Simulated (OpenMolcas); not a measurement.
## Nb2+: effect of the active space

```
Program             : OpenMolcas
Method              : SS-CASPT2, IPEA 0.25 Eh, imaginary shift 0.1 Eh
Basis               : ANO-R3
Scalar Hamiltonian  : X2C, finite nucleus
Spin-orbit coupling : RASSI with atomic mean-field integrals over the reference wave functions, term energies averaged over their components
```

A. 3 electrons in 5 orbitals (4d); 2S+1 = 4 even, 10 roots; 2S+1 = 2 even, 40 roots; closed shells correlated: 4s 4p; CASPT2 step roughly 27 core-seconds
B. 3 electrons in 6 orbitals (4d 5s); 2S+1 = 4 even, 20 roots; 2S+1 = 2 even, 70 roots kept (CI in the orbitals of an earlier block); closed shells correlated: 4s 4p; CASPT2 step about 90 core-seconds

Energies in eV above 4d3 4F 3/2, the measured ground level; measured values from the list in Shadmi, J. Res. Natl. Bur. Stand. 70A, 435 (1966).

| Level | A | B | Measured |
| --- | --- | --- | --- |
| 4d3 4F 3/2 | 0.0000 | 0.0000 | 0.0000 |
| 4d3 4F 5/2 | 0.0645 | 0.0665 | 0.0640 |
| 4d3 4F 7/2 | 0.1471 | 0.1514 | 0.1459 |
| 4d3 4F 9/2 | 0.2421 | 0.249 | 0.2404 |
| 4d3 4P 1/2 | 1.138 | 1.104 | 1.0742 |
| 4d3 4P 3/2 [71 %] | 1.139 | 1.091 | 1.0672 |
| 4d3 2G 7/2 | 1.140 | 1.156 | 1.1451 |
| 4d3 2G 9/2 | 1.207 | 1.226 | 1.2156 |
| 4d3 4P 5/2 | 1.241 | 1.226 | 1.1895 |
| 4d3 2P 1/2 | 1.524 | 1.338 |  |
| 4d3 2H 9/2 | 1.573 | 1.621 | 1.6014 |
| 4d3 2H 11/2 | 1.611 | 1.663 | 1.6445 |
| 4d3 2D 5/2(1) | 1.672 | 1.658 | 1.6234 |
| 4d3 2F 7/2 | 2.559 | 2.498 | 2.4625 |
| 4d3 2F 5/2 | 2.588 | 2.500 | 2.4766 |
| 4d3 2D 5/2(2) [68 %] | 4.054 | 4.026 |  |
| 4d3 2D 3/2(2) | 4.089 | 4.088 |  |

Deviations, from unrounded energies. A percentage is the sum of absolute deviations over the sum of measured energies, with the sign that they share, or ± where signs differ.

```json
{"Against measurement": "mean absolute deviation (cm-1)", "Levels": "13", "A": "320", "B": "160"}
{"Against measurement": "fine structure of the ground term (%)", "Levels": "3", "A": "+0.8", "B": "+3.7"}
{"Against measurement": "other terms of the ground configuration (%)", "Levels": "10", "A": "±3.4", "B": "+1.6"}
```

B lies closest to measurement on these levels. The largest miss of B in the table is 4d3 4P 5/2, by +290 cm-1. The ranking rests on the paired levels alone, and a cruder setting can come out closer through cancelling errors.

The two smallest mean deviations differ by little beside CASPT2's spread within terms, so their order carries little weight.

Between A and B the level of the table that moves most is 4d3 2P 1/2, by 1500 cm-1 (lowest in B, highest in A). Moves below CASPT2's spread within the term are not significant.

CASPT2 breaks the degeneracy within a term, and the mean is taken; among the terms shown or strongly mixed into the levels shown the widest spread is 980 cm-1 (4d3 2H, A). The CASPT2 spread within a term exceeds the gap to the next term for 4d3 2P and 4d3 2H, 4d3 2H and 4d3 2D(1), so the order of their levels is uncertain (figures for A; the like holds for B). Levels of configurations with an s electron are missing; early in the row they begin among the upper levels of the d shell and mix with terms of their name (holds for A). Terms from blocks run as CI alone lack orbitals of their own (holds for B). Measured partners are found by configuration, term and J. A level has none where our copy of the source lacks it or the pairing is in doubt (some pairs that miss far off the trend of their configuration count as doubtful), and it then counts in no deviation. Only configurations of the active space appear. The table leaves out levels that lie high or whose names do not pair safely across all columns.

A share in square brackets marks a mixed level and gives the weight of the term that names it, the lowest over the columns. A number in round brackets counts repeated terms of one configuration in the order of the reference energies.
